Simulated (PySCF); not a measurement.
B(CCH)(Cl)(H) (C₂H₂BCl), SMILES ClBC#C. Geometry optimised at B3LYP-D3(BJ)/def2-SVP.

Give the equilibrium geometry at B3LYP-D3(BJ)/def2-SVP (PySCF confirms it by a frequency run) as Cartesian coordinates in Å, and its point group. (The exact figures need the calculation; the answer reports its results.)

point group Cs.
```xyz
6

B     -0.7751    -0.0679     0.0000
C     -0.1643     1.3153     0.0000
C      0.3051     2.4406     0.0000
H      0.7231     3.4311     0.0000
Cl     0.2513    -1.4935     0.0000
H     -1.9641    -0.2370     0.0000
```
